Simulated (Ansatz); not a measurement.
One change: `C=[C](O)[GaH][CH3]` becomes `C=C(O)CS`.

Ansatz, PBE0-D4/def2-TZVP geometries, multiplicity 1. Each molecule was computed in one conformer, which needn't be the lowest.

Scalar relativity is left out up to krypton.

```csv
property,`C=[C](O)[GaH][CH3]`
HOMO–LUMO gap (PBE0/def2-TZVPP) / eV,5.49
HOMO energy (ωB97M-V/def2-TZVPP) / eV,-9.03
size of the dipole moment (ωB97M-V/def2-TZVPP) / D,0.74
HOMO–LUMO gap (ωB97M-V/def2-TZVPP) / eV,9.44
HOMO–LUMO gap (B3LYP/def2-TZVPP) / eV,5.00
LUMO energy (PBE0/def2-TZVPP) / eV,-1.32
```

(1) Give the same properties after the change, and the shifts. (An estimate is asked.)

Results:

(1) The calculation gave: 
| property | `C=C(O)CS` | shift |
| --- | --- | --- |
| HOMO–LUMO gap (PBE0/def2-TZVPP) / eV | 6.89 | 1.40 |
| HOMO energy (ωB97M-V/def2-TZVPP) / eV | -8.98 | 0.05 |
| size of the dipole moment (ωB97M-V/def2-TZVPP) / D | 1.88 | 1.14 |
| HOMO–LUMO gap (ωB97M-V/def2-TZVPP) / eV | 11.08 | 1.64 |
| HOMO–LUMO gap (B3LYP/def2-TZVPP) / eV | 6.41 | 1.41 |
| LUMO energy (PBE0/def2-TZVPP) / eV | 0.14 | 1.46 |

With PBE0 the HOMO rises by 0.06 eV and the LUMO rises by 1.46 eV, so the gap widens by about 1.40 eV. PBE moves the HOMO by 0.13 eV and ωB97M-V by 0.05 eV. Dipoles are sizes alone; their direction can turn.

Positive LUMOs are unbound, so they and the gaps depend on the basis.

B3LYP here is the variant with VWN-RPA as its local correlation; programs differ in this.
